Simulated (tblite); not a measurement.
Species: C5H6P2.
SMILES: `Cc1ccpcp1`

Computed values, GFN2-xTB/tblite, gas phase, harmonic and unscaled. The method is semi-empirical: single wavenumbers can be off by several per cent or more.

Harmonic wavenumbers (cm⁻¹): 80.5, 116.1, 213.3, 292.8, 331.3, 347.2, 409.9, 476.8, 660.6, 692.4, 739.2, 773.0, 791.7, 817.1, 908.8, 980.3, 1006.3, 1018.1, 1152.0, 1199.9, 1227.6, 1317.1, 1401.9, 1407.0, 1476.2, 1482.6, 1486.5, 2990.3, 2991.7, 2997.9, 3006.3, 3024.9, 3030.7.

A = 3350, B = 1592, C = 1086 MHz; mass 127.994 u (most abundant isotopes); point group Cs, symmetry number 1.

Q: Zero-point energy?

A: Half the sum of the wavenumbers: 20424 cm⁻¹ = 58.40 kcal/mol.

Q: Give the ideal-gas entropy at 298.15 K and 1 bar in the rigid-rotor, harmonic-oscillator model (classical rotation).

A: Translation 40.48, rotation 28.41, vibration 16.81: S = 85.7 cal/(mol K).

Q: And Cp and H(298.15 K) − H(0)?

A: Cp = 28.63 cal/(mol K), of which vibrations give 20.68 (their classical limit is 33 R = 65.6); H(298.15 K) − H(0) = 5.24 kcal/mol without the zero-point energy, 2.87 from vibrations.

Q: What must be added to the electronic energy to get the Gibbs energy at 298.15 K and 1 bar?

A: ZPE + [H(298.15 K) − H(0)] − T·S = 58.40 + 5.24 − 25.55 = 38.09 kcal/mol.

Q: Blend soft modes into free rotors: weight 1/[1 + (100 cm⁻¹/ν̃)⁴] for the oscillator and the rest for a rotor with moment μB/(μ + B), μ = h/(8π²ν), B = 10⁻⁴⁴ kg m². What vibrational entropy results?

A: 16.10 cal/(mol K) in place of 16.81, which changes −T·S at 298.15 K by +0.21 kcal/mol.

Q: How do the functions run with temperature in this model?

A: 
```
T (K)  S (cal/(mol K))  Cp (cal/(mol K))  H − H(0) (kcal/mol)  G − H(0) (kcal/mol)  ln q(vib)
  150             70.3              17.5                 1.82                -8.72       1.33
  250             81.0              25.0                 3.95               -16.30       2.84
  400             95.1              35.7                 8.52               -29.52       5.30
  600            111.7              45.9                16.76               -50.25       8.68
  900            132.2              55.2                32.06               -86.94      13.53
```

q(vib) and H(0) count from the zero-point level.

Q: Which modes carry the vibrational entropy at 298.15 K?

A: 80.5 cm⁻¹: 3.88; 116.1 cm⁻¹: 3.16; 213.3 cm⁻¹: 2.02; 292.8 cm⁻¹: 1.46; 331.3 cm⁻¹: 1.25; 347.2 cm⁻¹: 1.18 cal/(mol K); the other 27 give 3.86 together.

Hindered rotation and anharmonicity are outside this model.
